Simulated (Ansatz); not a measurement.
`O[Si](O)(O)[O][Sn]([Cl])([Cl])[O][Si](O)(O)O` and `O[Si](O)(O)[O][Sn]([Cl])([Cl])[Cl]` differ in one atom or group.

Ansatz, PBE0-D4/def2-TZVP geometries, multiplicity 1. Each molecule was computed in one conformer, which needn't be the lowest.

Elements past krypton have def2 core potentials.

```tsv
property	`O[Si](O)(O)[O][Sn]([Cl])([Cl])[O][Si](O)(O)O`
HOMO–LUMO gap (ωB97M-V/def2-TZVPP) / eV	11.24
HOMO energy (PBE0/def2-TZVPP) / eV	-9.30
LUMO energy (PBE/def2-TZVPP) / eV	-3.49
size of the dipole moment (ωB97M-V/def2-TZVPP) / D	3.69
size of the dipole moment (B3LYP/def2-TZVPP) / D	3.68
HOMO energy (B3LYP/def2-TZVPP) / eV	-9.01
```

What does the change do to each property? (An estimate is asked.)

Computed: 
| property | `O[Si](O)(O)[O][Sn]([Cl])([Cl])[Cl]` | shift |
| --- | --- | --- |
| HOMO–LUMO gap (ωB97M-V/def2-TZVPP) / eV | 11.13 | -0.11 |
| HOMO energy (PBE0/def2-TZVPP) / eV | -9.37 | -0.07 |
| LUMO energy (PBE/def2-TZVPP) / eV | -3.57 | -0.08 |
| size of the dipole moment (ωB97M-V/def2-TZVPP) / D | 2.08 | -1.61 |
| size of the dipole moment (B3LYP/def2-TZVPP) / D | 2.10 | -1.58 |
| HOMO energy (B3LYP/def2-TZVPP) / eV | -9.08 | -0.07 |

Dipoles are sizes alone; their direction can turn.

B3LYP here is the variant with VWN-RPA as its local correlation; programs differ in this.
